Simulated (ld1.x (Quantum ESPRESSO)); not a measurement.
# An all-electron radial function and its pseudo partner (tellurium)

Columns: radius, all-electron u(r) and pseudo u(r) of the 5p shell (level -6.39 eV) of tellurium in the configuration [Kr] 4d10 5s1.5 5p4.5; LDA (PZ), scalar-relativistic, PAW scheme, ld1.x (Quantum ESPRESSO) 7.5.

```
r (bohr)  all-electron   pseudo
   0.103        0.0609  -0.0006
   0.205       -0.1922  -0.0026
   0.308       -0.1286  -0.0071
   0.410        0.0794  -0.0152
   0.513        0.2489  -0.0287
   0.615        0.3174  -0.0490
   0.718        0.2947  -0.0778
   0.820        0.2110  -0.1151
   0.923        0.0936  -0.1618
   1.025       -0.0338  -0.2162
   1.128       -0.1600  -0.2777
   1.230       -0.2746  -0.3427
   1.332       -0.3750  -0.4089
   1.435       -0.4603  -0.4738
   1.538       -0.5297  -0.5333
   1.640       -0.5838  -0.5842
   1.743       -0.6249  -0.6249
   1.845       -0.6540  -0.6540
   1.948       -0.6729  -0.6729
   2.050       -0.6829  -0.6829
   2.153       -0.6857  -0.6857
   2.255       -0.6824  -0.6824
   2.358       -0.6740  -0.6740
   2.460       -0.6617  -0.6617
   2.562       -0.6462  -0.6462
   2.665       -0.6280  -0.6280
```

How many radial nodes do the two functions have?

The all-electron 5p function has n − l − 1 = 3; the pseudo-wave has 0, since the states of the same l below it are removed with the core.

At about which radius was the pseudo-wave matched?

1.75 bohr. The columns agree to 0.0005 from 1.64 bohr on; several derivatives are matched, so the curves merge somewhat inside the radius.

Where does each function peak?

Outermost all-electron maximum near 2.15 bohr, pseudo maximum near 2.15 bohr (to the table’s step).

Is the pseudo-wave norm-conserving?

No, it belongs to a PAW set: the norm inside the radius is not constrained, and the difference is carried by the augmentation charge.
